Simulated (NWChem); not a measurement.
# C3H5Cl; SMILES CC(Cl)=C

**Question.** Give the equilibrium geometry at PBE0/def2-SVP (NWChem) as an XYZ file, with the point group.

**Answer.** point group Cs; any orientation.
```
9

C      1.3310    -0.9961     0.0000
C      0.1205    -0.4383     0.0000
C     -1.1879    -1.1531     0.0000
Cl    -0.0337     1.3012     0.0000
H      2.2407    -0.3938     0.0000
H      1.4252    -2.0845     0.0000
H     -1.7806    -0.8762     0.8860
H     -1.0350    -2.2412     0.0000
H     -1.7806    -0.8762    -0.8860
```
